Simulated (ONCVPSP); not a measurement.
# What the settings do to the ONCV potential of beryllium (Be)

Base potential:

ONCVPSP 4.0.1 input, shortened (lines: element, Z, core and valence counts, functional; n l f; lmax; l rc ep ncon nbas qcut; lloc lpopt rc5 dvloc0; l nproj debl; icmod fcfact rcfact), PBE, scalar-relativistic:

```
  Be 4.00    1    1        4      upf
    1    0    2.00
    2    0    1.00
    1
    0    1.60    0.00    3    8    3.70
    1    1.70    0.07    5    9    4.10
    4    3    1.20    0.00
    0    1    2.30
    1    3    3.00
    3    3.00    1.65
```

In the p channel the program set the typed energies aside and used 0.050, 3.050, 6.050 Ha.

All-electron outer shells of the reference configuration (PBE, scalar-relativistic, ld1.x):

| shell | level (eV) | outermost node (bohr) | outermost maximum (bohr) |
| --- | --- | --- | --- |
| 1s | -117.79 | – | 0.27 |
| 2s | -13.70 | 0.59 | 1.89 |

Cutoffs, loose and tight: the cutoffs (Ha) at which the residual kinetic energy of the hardest occupied pseudo-wave falls to 1 and 0.1 mHa per electron. They do not see the model core or the augmentation charge, which bear on the density cutoff. Test errors are all-electron minus pseudo excitation energies from the reference, over the configurations 2s2; 2s1.5; 2s1 2p1; 2s0 2p2. A dash means not determined; rows that change the core or the reference have their own tests.

For the base: The cutoffs count occupied waves only; projector 2 of the p channel, the hardest unoccupied one, needs 26 Ha at the loose tolerance.

```csv
change,outcome,"cutoff, loose","cutoff, tight",bound ghosts,GHOST(+) flags above zero,largest test error (meV)
base,"generated, projector energies reset by the program",6.0 Ha,18 Ha,none,none,+34
p: qcut 2.6,"generated, projector energies reset by the program",6.0 Ha,18 Ha,none,none,+41
p: qcut 3.1,"generated, projector energies reset by the program",6.0 Ha,18 Ha,none,none,+40
p: qcut 3.6,"generated, projector energies reset by the program",6.0 Ha,18 Ha,none,none,+37
p: qcut 3.9,"generated, projector energies reset by the program",6.0 Ha,18 Ha,none,none,+35
p: qcut 4.7,"generated, projector energies reset by the program",6.0 Ha,18 Ha,none,none,+31
p: qcut 5.2,"generated, projector energies reset by the program",6.0 Ha,18 Ha,none,none,+29
p: qcut 5.7,"generated, projector energies reset by the program",6.0 Ha,18 Ha,none,none,+27
p: qcut 6,"generated, projector energies reset by the program",6.0 Ha,18 Ha,none,none,+26
```

Reading the sweep of the qcut of the p channel (base included, trends over the rows without a ghost): The loose cutoff stays near 6.0 Ha. The median size of the test errors (rows with all tests solved) stays near 12.7 meV.
